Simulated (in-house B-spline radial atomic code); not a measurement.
Ba²⁺. Computed with a B-spline radial atomic code. Model: non-relativistic spherical atom: semilocal Troullier-Martins pseudo-atom, one channel per l, against all electrons, high spin, G0W0 and RPA with empty states to l = 8, local potential for every l without a channel, a model core (radius 0 = none) keeps its share of the functional.

Without relativity these are model numbers for so heavy an element.

What the tables leave out is listed at the end.

The pseudopotential gives back the lowest level of each angular momentum of its own functional in the configuration it was made in; a second state of the same l is only approximately right. Exact exchange, RPA and GW see the smooth pseudo-orbitals and miss the exchange with the core, for which the functional's share stands in. The column with an uncorrelated core keeps all orbitals and exact exchange, and so separates missing core correlation from pseudisation. Only the three outermost levels and the lowest empty one were computed. RPA here is direct RPA, with no exchange kernel, and its energies carry an (l + 1/2)⁻⁴ tail. A hybrid on a potential with a model core restores only its own semilocal share of the core's exchange.

Command:
```bash
python run_psgw.py task.json out
```
Settings (lengths in bohr, energies in hartree):
```
Z                      56
electrons              54
configuration          [Kr] 4d10 5s2 5p6
generated_in           [Kr] 4d10 5s2 5p6
functional             pbe,pbe
core_shells            8
radius_factor          1.15
core_correction        True
```

Time taken, with all properties: 34 s on 1 thread of Arm Neoverse N1, on a shared host.

Given: made with PBE; model core radius 0.52 bohr; local radius 0.971 bohr; mean-field start PBE.

Valence shells of the generating configuration: 4d, 5s, 5p.

Channel: s 1.776, p 1.93, d 0.802 (radii in bohr).

Computed: largest level miss in the spin-unpolarised generating configuration 0.003 eV; valence RPA correlation energy all-electron orbitals -1.1528 hartree; all-electron RPA polarisability, core included 9.9335 bohr³; pseudo-atom RPA polarisability 9.8935 bohr³.

```tsv
level	occupied	mean-field all-electron (eV)	mean-field pseudo minus all (eV)	G0W0 all-electron (eV)	G0W0 uncorrelated core minus all (eV)	G0W0 pseudo minus all (eV)	exchange self-energy all-electron (eV)	exchange self-energy pseudo (eV)
5p	1	-30.771	0	-36.275	0.023	-0.758	-23.187	-21.518
5d (empty)	0	-13.41	-0.029	-10.057	0.039	0.311	-6.0429	-4.6425
```

Task: What is the valence RPA correlation energy pseudo?

Result: -1.402 hartree.

Given: mean-field start PBE0.

Computed: valence RPA correlation energy all-electron orbitals -1.0948 hartree; all-electron RPA polarisability, core included 9.1244 bohr³; pseudo-atom RPA polarisability 8.8718 bohr³.

| level | occupied | mean-field all-electron (eV) | mean-field pseudo minus all (eV) | G0W0 all-electron (eV) | G0W0 uncorrelated core minus all (eV) | G0W0 pseudo minus all (eV) | exchange self-energy all-electron (eV) | exchange self-energy pseudo (eV) |
| --- | --- | --- | --- | --- | --- | --- | --- | --- |
| 5p | 1 | -32.378 | -0.172 | -36.441 | 0.024 | -0.663 | -23.133 | -21.751 |
| 5d (empty) | 0 | -12.363 | 0.229 | -9.977 | 0.037 | 0.415 | -5.7176 | -4.2902 |

Task: What is the valence RPA correlation energy pseudo?

Result: -1.3442 hartree.

Among the listed levels the largest G0W0 shift of the pseudo-atom is -0.76 eV, for 5p on the PBE start, while leaving the core uncorrelated moves that level by +0.02 eV. So pseudisation and the lost core exchange, not the missing core correlation, make the error. Not in the tables (levels of low weight, unsolved or above zero; the highest and the empty levels are kept at any weight): on PBE the G0W0 levels 5s (pseudo minus all -0.36 eV, weights 0.51 and 0.56), 4d (pseudo minus all +5.17 eV, weights 0.67 and 0.80); on PBE0 the G0W0 levels 5s (pseudo minus all -0.59 eV, weights 0.71 and 0.72), 4d (pseudo minus all +7.14 eV, weights 0.72 and 0.81); no Hartree-Fock pseudo-atom is run with a model core.
